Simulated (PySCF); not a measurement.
C3H4ClNSi, SMILES Cl[Si@@H]1C=CN=C1. Atoms are numbered in the order given.

```xyz
10

Cl    -1.7317    -0.8411     0.9654
Si    -0.3983    -0.2835    -0.5209
C      1.3626    -0.8031    -0.2371
C      2.0709     0.3449    -0.1517
N      1.4218     1.6230    -0.2524
C      0.1477     1.5413    -0.4189
H     -0.9841    -0.6781    -1.8320
H      1.8341    -1.7850    -0.1635
H      3.1555     0.3988    -0.0014
H     -0.4297     2.4731    -0.5095
```
Charge 0, spin multiplicity 1.

Geometry: r2SCAN-D4/def2-SVP. The structure was generated by enumeration; whether it is a known compound was not checked.

Level of theory: r2SCAN-D4/def2-SVP (PySCF).

Frequencies are harmonic and unscaled.

```json
[
 {"mode": "1", "ν (cm⁻¹)": "97", "IR (km/mol)": "3.5", "moving atoms (share of kinetic energy)": "Cl 31 %, Si 24 %, N 22 %, C 17 %"},
 {"mode": "2", "ν (cm⁻¹)": "139", "IR (km/mol)": "2.8", "moving atoms (share of kinetic energy)": "C 33 %, Cl 21 %, H 20 %, Si 19 %"},
 {"mode": "3", "ν (cm⁻¹)": "350", "IR (km/mol)": "2.6", "moving atoms (share of kinetic energy)": "C 56 %, Cl 22 %, H 17 %"},
 {"mode": "4", "ν (cm⁻¹)": "406", "IR (km/mol)": "22.5", "moving atoms (share of kinetic energy)": "C 40 %, N 24 %, H 21 %"},
 {"mode": "5", "ν (cm⁻¹)": "485", "IR (km/mol)": "8.8", "moving atoms (share of kinetic energy)": "Si 39 %, C 29 %, N 14 %, H 13 %"},
 {"mode": "6", "ν (cm⁻¹)": "577", "IR (km/mol)": "78.4", "moving atoms (share of kinetic energy)": "Si 50 %, Cl 24 %, C 11 %"},
 {"mode": "7", "ν (cm⁻¹)": "625", "IR (km/mol)": "13.3", "moving atoms (share of kinetic energy)": "C 49 %, Si 31 %, N 13 %"},
 {"mode": "8", "ν (cm⁻¹)": "670", "IR (km/mol)": "16.9", "moving atoms (share of kinetic energy)": "H 77 %, C 16 %"},
 {"mode": "9", "ν (cm⁻¹)": "727", "IR (km/mol)": "32.6", "moving atoms (share of kinetic energy)": "H 81 %, C 14 %"},
 {"mode": "10", "ν (cm⁻¹)": "779", "IR (km/mol)": "16.2", "moving atoms (share of kinetic energy)": "C 56 %, H 37 %"},
 {"mode": "11", "ν (cm⁻¹)": "800", "IR (km/mol)": "62.3", "moving atoms (share of kinetic energy)": "H 67 %, C 18 %, Si 9 %"},
 {"mode": "12", "ν (cm⁻¹)": "856", "IR (km/mol)": "98.7", "moving atoms (share of kinetic energy)": "H 71 %, C 20 %"},
 {"mode": "13", "ν (cm⁻¹)": "876", "IR (km/mol)": "24.5", "moving atoms (share of kinetic energy)": "H 39 %, C 29 %, N 22 %, Si 9 %"},
 {"mode": "14", "ν (cm⁻¹)": "940", "IR (km/mol)": "29.0", "moving atoms (share of kinetic energy)": "C 40 %, H 36 %, N 22 %"},
 {"mode": "15", "ν (cm⁻¹)": "993", "IR (km/mol)": "0.2", "moving atoms (share of kinetic energy)": "H 70 %, C 29 %"},
 {"mode": "16", "ν (cm⁻¹)": "1129", "IR (km/mol)": "19.9", "moving atoms (share of kinetic energy)": "H 67 %, C 32 %"},
 {"mode": "17", "ν (cm⁻¹)": "1283", "IR (km/mol)": "6.7", "moving atoms (share of kinetic energy)": "H 77 %, C 14 %, N 9 %"},
 {"mode": "18", "ν (cm⁻¹)": "1323", "IR (km/mol)": "15.4", "moving atoms (share of kinetic energy)": "H 69 %, C 28 %"},
 {"mode": "19", "ν (cm⁻¹)": "1553", "IR (km/mol)": "9.0", "moving atoms (share of kinetic energy)": "C 84 %, N 12 %"},
 {"mode": "20", "ν (cm⁻¹)": "1620", "IR (km/mol)": "42.0", "moving atoms (share of kinetic energy)": "C 57 %, N 37 %"},
 {"mode": "21", "ν (cm⁻¹)": "2237", "IR (km/mol)": "88.9", "moving atoms (share of kinetic energy)": "H 97 %"},
 {"mode": "22", "ν (cm⁻¹)": "3133", "IR (km/mol)": "8.2", "moving atoms (share of kinetic energy)": "H 92 %, C 8 %"},
 {"mode": "23", "ν (cm⁻¹)": "3176", "IR (km/mol)": "15.6", "moving atoms (share of kinetic energy)": "H 92 %, C 8 %"},
 {"mode": "24", "ν (cm⁻¹)": "3232", "IR (km/mol)": "0.6", "moving atoms (share of kinetic energy)": "H 91 %, C 9 %"}
]
```
